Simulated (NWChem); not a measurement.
Molecule: C₃H₉ClSi; SMILES C[Si](Cl)(C)C

Computed with NWChem. Medium grid unless said otherwise, to which SCAN and Minnesota functionals are sensitive. Structure relaxed at the PBE0/def2-SVP level. Hybrids' shares of exact exchange are those that their runs print; pure functionals count as 0. The functionals differ in more than this share.

```
row                                     share of exact exchange  orbital gap (eV)
--------------------------------------  -----------------------  ----------------
LDA (Slater exchange, VWN5)/def2-TZVPD                     0.00              6.52
PBE/def2-TZVPD                                             0.00              6.47
B3LYP/def2-TZVPD                                           0.20              7.92
PBE0/def2-TZVPD                                            0.25              8.40
M06-2X/def2-TZVPD                                          0.54          withheld
Hartree-Fock/def2-TZVPD                                    1.00             13.18
```

Problem. Fit a straight line of the last column on the one before it, predict the withheld value, and compare with the run.

Solution. 
1. Means of the 5 shown rows: x = 0.290, y = 8.498. Slope Σ(x − x̄)(y − ȳ)/Σ(x − x̄)² = 4.542/0.6820 = 6.660; intercept 6.567.
2. The shown rows scatter about the line by 0.092 (root mean square); the largest residual is +0.17, at PBE0/def2-TZVPD.
3. At x = 0.54 (M06-2X/def2-TZVPD; inside the shown range) the line gives 10.16.
4. The run gives 9.77, -0.39 from the line, 4.2 times the scatter.
